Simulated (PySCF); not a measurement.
CH10N2Si3, SMILES N[Si@@]1([SiH3])NC[SiH2]1. Geometry optimised at PBE0-D3(BJ)/def2-SVP. The structure was generated by enumeration; whether it is a known compound was not checked. One conformer was computed; it need not be the lowest.

Computed equilibrium geometry at PBE0-D3(BJ)/def2-SVP (PySCF confirms it by a frequency run) as bond lengths and angles (one conformer of several):
Atoms: N1 Si2 Si3 N4 C5 Si6 H7 H8 H9 H10 H11 H12 H13 H14 H15 H16. Bonded distances (Å): N1–Si2 1.724, N1–H7 1.012, N1–H8 1.014, Si2–Si3 2.354, Si2–N4 1.745, Si2–Si6 2.354, Si3–H9 1.497, Si3–H10 1.499, Si3–H11 1.500, N4–C5 1.462, N4–H12 1.015, C5–Si6 1.928, C5–H13 1.106, C5–H14 1.107, Si6–H15 1.498, Si6–H16 1.497. Bond angles (°): Si2–N1–H7 122.1, Si2–N1–H8 121.6, H7–N1–H8 112.2, N1–Si2–Si3 105.7, N1–Si2–N4 113.7, N1–Si2–Si6 126.6, Si3–Si2–N4 116.2, Si3–Si2–Si6 116.6, N4–Si2–Si6 75.6, Si2–Si3–H9 109.3, Si2–Si3–H10 111.9, Si2–Si3–H11 111.9, H9–Si3–H10 108.0, H9–Si3–H11 107.9, H10–Si3–H11 107.6, Si2–N4–C5 110.9, Si2–N4–H12 129.3, C5–N4–H12 118.7, N4–C5–Si6 97.1, N4–C5–H13 113.0, N4–C5–H14 113.9, Si6–C5–H13 113.8, Si6–C5–H14 111.7, H13–C5–H14 107.3, Si2–Si6–C5 75.6, Si2–Si6–H15 119.0, Si2–Si6–H16 122.2, C5–Si6–H15 113.2, C5–Si6–H16 115.0, H15–Si6–H16 108.3.
